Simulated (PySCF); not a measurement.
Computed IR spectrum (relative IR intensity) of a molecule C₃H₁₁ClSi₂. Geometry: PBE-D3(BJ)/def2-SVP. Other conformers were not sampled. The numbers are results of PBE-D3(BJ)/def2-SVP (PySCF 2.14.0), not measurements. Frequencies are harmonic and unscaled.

Lines under 2 % of the strongest are left out, and lines within 2 cm⁻¹ are merged.

ν (cm⁻¹): 269 (vw), 466 (m), 540 (w), 650 (w), 664 (w), 672 (w), 689 (w), 743 (m), 793 (s), 813 (vs), 830 (vs), 900 (vs), 910 (m), 921 (m), 1033 (s), 1215 (m), 1220 (w), 1324 (vw), 1389 (vw), 2153 (s), 2160 (s), 2187 (s), 2974 (vw), 3072 (vw) (against the strongest line: vs over 80 %, s over 45 %, m over 15 %, w over 4 %, vw less)

Q: Pick the molecule that these values belong to.
(A) [SiH3]CCC[SiH2]Cl
(B) CC[SiH2]C[SiH2]Cl
(C) C[Si](C)(Cl)C[SiH3]
(D) C[SiH2][C@H]([SiH3])CCl

A: C, C[Si](C)(Cl)C[SiH3]
